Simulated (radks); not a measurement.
The mean radii <r> (bohr) of the occupied orbitals of an atom or ion are listed with their occupations. All-electron calculation, scalar-relativistic Kohn-Sham, r2SCAN, spin-unpolarised, spherical densities, finite nucleus; meta-GGA in the generalised Kohn-Sham scheme; Fermi nuclear charge, rms radius of each element as measured or else 0.836 A^(1/3) + 0.57 fm. Program: a radial shooting solver on a logarithmic mesh with Libxc functionals.

| orbital | occ. | <r> |
|---|---|---|
| 1s | 2 | 0.04861 |
| 2s | 2 | 0.2175 |
| 2p | 6 | 0.1907 |
| 3s | 2 | 0.6511 |
| 3p | 6 | 0.6789 |
| 3d | 10 | 0.8050 |
| 4s | 2 | 2.217 |

Name the element and its charge.

Answer. Z = 31, gallium, charge +1: Ga+ in [Ar] 3d10 4s2. The 1s radius gives Z: for a bare nucleus <r> = (2 gamma + 1)/(2Z) with gamma = sqrt(1 - (Z/c)^2), 0.04755 bohr for Z = 31, and screening makes it slightly larger (0.04861 here). The occupations add up to 30, and the charge is Z minus that.
